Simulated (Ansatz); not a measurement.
Input for Ansatz (development build ahead of 0.2.0):

```yaml
crystal:
  periodic: [false, false, false]
  atoms:
    - { symbol: H, position_ang: [0.0, 0.0, 0.0] }
basis:
  gaussian: { orbitals: "6-31G" }
magnetization:
  initial_magnetization: 1
hamiltonian:
  xc: hf
correlation:
  method: mp2
  frozen_orbitals: { H: 0 }
```

The input is written out in the form of the current development build from the run's settings. Correlation on restricted open-shell orbitals is semicanonical, with singles.

Output:

```json
{
 "Converged": "yes",
 "Reference energy": "-0.49823 hartree",
 "Correlation energy": "0.00000 hartree",
 "Total energy": "-0.49823 hartree",
 "Spin squared of the determinant": "0.750"
}
```
